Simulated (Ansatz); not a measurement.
`C=[CH][GaH][Cl]` + H–F → `C=[CH][GaH][F]` + HCl at 500 K and 1 bar (ligand exchange at a Ga–Cl bond).

Calculated with Ansatz (gas phase, PBE0-D4/def2-TZVP geometries, no zero-point term in ΔE). CCSD(T)/CBS is the MP2 limit (def2-TZVPP, def2-QZVPP) plus CCSD(T) − MP2 in def2-TZVPP, frozen cores. This one scheme is used for every species. For Ga outer-core shells are correlated without core-valence functions, which leaves a few kJ/mol of doubt a bond. Scalar relativity is left out up to krypton. Each species was taken in one conformer, which may not be the lowest.

```csv
species,CCSD(T)/CBS energy (Eh),H − E (kJ/mol),S (J/(mol·K))
`C=[CH][GaH][Cl]`,-2462.25636,170.0,386.7
H–F,-100.39570,39.4,188.7
`C=[CH][GaH][F]`,-2102.25716,170.9,374.3
HCl,-460.38127,32.5,201.9
```

H − E and S are ideal-gas, rigid-rotor, harmonic terms from PBE0-D4/def2-TZVP, for one conformer and one mirror image of each species. 1 Eh = 2625.50 kJ/mol, R = 8.31446 J/(mol·K).

Task: By hand: ΔE, ΔH, ΔS and ΔG.

Result: ΔE = (-2102.25716) + (-460.38127) − (-2462.25636) − (-100.39570) = 0.01363 Eh = 35.8 kJ/mol. Δ(H − E) = 170.9 + 32.5 − 170.0 − 39.4 = -6.0, so ΔH = 29.8 kJ/mol. ΔS = 374.3 + 201.9 − 386.7 − 188.7 = 0.8 J/(mol·K). ΔG = 29.8 − 500 × (0.8)/1000 = 29.4 kJ/mol.

Task: By hand: the equilibrium constant, and the temperature at which ΔG would vanish if ΔH and ΔS stayed fixed.

Result: log₁₀ K = −ΔG/(RT ln 10) = -3.1. ΔG = 0 at ΔH/ΔS = 37250 K, far beyond where these terms or the molecules hold.

The number of gas molecules stays the same, so ΔS is small and ΔH decides. A doubt of 5 kJ/mol in ΔE shifts log₁₀ K by 0.5 here. Other conformers and mirror images would add mixing entropy, several J/(mol·K) or more a flexible species. These are equilibria of isolated gas molecules and say nothing of rates. Largest T1 diagnostic: 0.014 (customary marks: 0.02 for closed shells, 0.045 for open ones).
